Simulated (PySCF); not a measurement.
Compound: C2H2AlCl.
Bonds: C1–C2 (triple), C2–Al3, Al3–Cl4. Hydrogens: H5 on C1; H6 on Al3.

Computed, not measured: PBE0-D3(BJ)/def2-SVP geometry optimisation, gas phase (PySCF).

Question: What internal coordinates does the optimisation give?

Answer: 
```tsv
bond	length (pm)	order
C1≡C2	122.1	triple
C2–Al3	190.0	single
Al3–Cl4	209.8	single
C1–H5	107.6	single
Al3–H6	157.1	single
```

Orders are formal, as drawn. A selection of angles:
```tsv
angle	degrees
C2–C1–H5	179.8
C1–C2–Al3	179.4
C2–Al3–Cl4	117.7
C2–Al3–H6	123.7
Cl4–Al3–H6	118.7
```

Al3 (aluminium bonded to C, Cl and H) is planar (angles 123.7°, 118.7° and 117.7°, sum 360.0°, 0.00 Å off the plane of its three neighbours). The 4 heavy atoms lie in one plane (0.003 Å rms).

Point group: Cs (every atom within 0.08 Å of its image). PBE0-D3(BJ)/def2-SVP frequencies: not computed here.

Time: 22 s wall; peak memory 0.33 GiB. Hardware: one thread of an Intel Xeon Platinum 8488C, no GPU, shared host with 192 logical CPUs at a one-minute load of 79. These figures are those of the optimisation.
